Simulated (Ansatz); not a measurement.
**Question.** Name a neutral molecule of C, F, Si and H with HOMO–LUMO gap (PBE0/def2-TZVPP) between 7.75 and 8.05 eV and LUMO energy (PBE/def2-TZVPP) between -1.00 and -0.70 eV (Ansatz, PBE0-D4/def2-TZVP geometry).

**Answer.** `FC1(F)CC[SiH2]1` (7.79 eV, -0.95 eV); `C#CC[SiH2]F` (7.93 eV, -0.73 eV). Other molecules can fit too; these were computed, each in one conformer that needn't be the lowest.
